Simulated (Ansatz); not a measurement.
The molecule ZnF, multiplicity 2 (the spin of the measured ground state). No spin–orbit coupling. Zn is treated without relativity.

D_e counts from the fitted minimum to each atom's lowest state at the same level, without counterpoise.

Run with Ansatz (Gaussian orbitals). 

**Question.** One of these levels gives 3.837 eV for the bond energy D_e. Which?
A. BHLYP/def2-TZVPP
B. r2SCAN/def2-TZVPP
C. SVWN5/def2-TZVPP

**Answer.** C, SVWN5/def2-TZVPP. The others give 3.238 (r2SCAN/def2-TZVPP), 2.672 (BHLYP/def2-TZVPP)

Ansatz is an electronic-structure program.
